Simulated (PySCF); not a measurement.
Molecular orbitals of RbTl

TPSS at R = 3.942 Å; Rb def2-SVPD with ECP28, Tl def2-SVPD with ECP60; scalar-relativistic core potentials (PySCF 2.14). State: ¹Σ⁺ (singlet), closed shell. Only the outer orbitals are listed, counted within each symmetry, core potentials removing the inner ones.

```tsv
orbital	occ.	ε (eV)	on Rb (%)	main shells (%)
6σ	2	-8.93	1	99 Tl s
7σ	2	-2.36	45	56 Tl p, 45 Rb s
4π	0	-1.94	12	88 Tl p
4π	0	-1.94	12	88 Tl p
8σ	0	-1.32	66	51 Rb s, 30 Tl p, 15 Rb p
```

Task: Which are the highest filled and the lowest empty level, where do they sit, and how wide is the gap?

Result: Highest filled 7σ at -2.36 eV (in %: 56 Tl p, 45 Rb s); lowest empty 4π at -1.94 eV (in %: 88 Tl p); the gap at TPSS is 0.42 eV.

* bond order (Mayer): 1.02
* ⟨S²⟩: 0.000
* charge on Rb (Mulliken, basis-dependent): 0.08
* charge on Rb (Löwdin, basis-dependent): 0.09
* dipole moment (positive dipole means Rb(−)Tl(+)): -3.00 D

Closed-shell solutions of metal pairs were not tested for spin polarisation, which can lower them a little. These are scalar-relativistic numbers at best; spin–orbit coupling would shift them, the dissociation energy most.
